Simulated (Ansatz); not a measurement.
A nudged elastic band was laid between two geometries of ClF₃H₄OPTa (11 atoms, charge 0, multiplicity 1).

Computed with RKS PBE0-D4/def2-SVP (Ansatz 0.2.0).

```yaml
movable_images: 9
climbing_image: yes
spring: 5.0 eV/Å²
optimiser: quadratic models (default)
start_path: through a guess of the saddle point
force_threshold: 0.05 eV/Å
iteration_limit: 60
end_points: relaxed
```

Initial state:

```xyz
11
Properties=species:S:1:pos:R:3
Ta 0.010 -0.140 0.110
Cl 2.129 -1.156 0.437
O -0.452 -0.555 1.879
H -0.430 -0.696 2.826
F 0.760 0.648 -1.443
F -1.272 1.246 0.062
F -0.915 -1.492 -0.776
P 1.511 1.954 1.186
H 2.107 1.813 2.464
H 0.940 3.244 1.344
H 2.660 2.296 0.434
```

Final state:

```xyz
11
Properties=species:S:1:pos:R:3
Ta -0.386 0.644 0.246
Cl 3.439 -0.700 0.994
O -0.408 -0.359 1.824
H -0.283 -0.749 2.690
F -0.189 1.834 -1.207
F -2.240 0.830 0.164
F 0.729 -0.587 -0.656
P 0.658 2.488 1.599
H 1.632 1.667 2.239
H 1.523 2.974 0.578
H 2.573 -0.882 0.052
```

**Question.** What changes between the two ends?

**Answer.** Bonds broken: Ta1–Cl2, P8–H11. Bonds formed: Cl2–H11. ClF3H4OPTa becomes ClH + F3H3OPTa.

**Question.** What energy profile does the band end with?

**Answer.** The forces met the threshold. The highest image is number 5 of 0 to 10, 156.9 kJ/mol above the first end and 19.4 kJ/mol above the last; the last end lies 137.6 kJ/mol above the first. A vibrational analysis at the climbing image gives one clearly imaginary mode, 159i cm⁻¹: a first-order saddle point. The orbitals stay closed-shell, which can raise the energy where a bond breaks towards radicals; this wasn't checked here.

```tsv
image	path coordinate (Å)	energy (kJ/mol)	Ta1–Cl2 (Å)	P8–H11 (Å)	Cl2–H11 (Å)
0	0.00	0.0	2.37	1.42	3.49
1	0.90	1.0	2.37	1.41	3.37
2	1.80	3.1	2.36	1.41	3.23
3	2.70	23.1	2.38	1.41	2.67
4	3.60	79.4	2.44	1.45	2.13
5	4.51	156.9	2.78	2.05	1.40
6	5.39	151.7	3.03	2.73	1.29
7	6.28	150.7	3.82	2.83	1.29
8	7.16	148.4	4.19	3.30	1.29
9	8.05	144.0	4.24	3.77	1.29
10	8.94	137.6	4.12	4.17	1.29
```

**Question.** What is the geometry of the highest image?

**Answer.** 
```xyz
11
Properties=species:S:1:pos:R:3
Ta -0.142 0.271 0.141
Cl 2.470 -0.639 0.363
O -0.401 -0.360 1.882
H -0.297 -0.471 2.828
F 0.551 1.246 -1.320
F -1.868 0.900 -0.116
F -0.178 -1.368 -0.765
P 1.005 2.249 1.371
H 1.642 1.913 2.595
H 2.115 2.795 0.678
H 2.149 0.626 0.864
```

**Question.** What are the harmonic wavenumbers there?

**Answer.** 159i, 89, 105, 149, 155, 170, 185, 209, 224, 241, 264, 294, 374, 424, 493, 552, 564, 673, 696, 698, 713, 767, 1089, 1763, 2457, 2486, 3989 cm⁻¹.

The run took 14 min on 4 threads of Intel(R) Xeon(R) CPU @ 2.60GHz (Ice Lake), with other jobs on the host, peak memory 0.49 GiB.
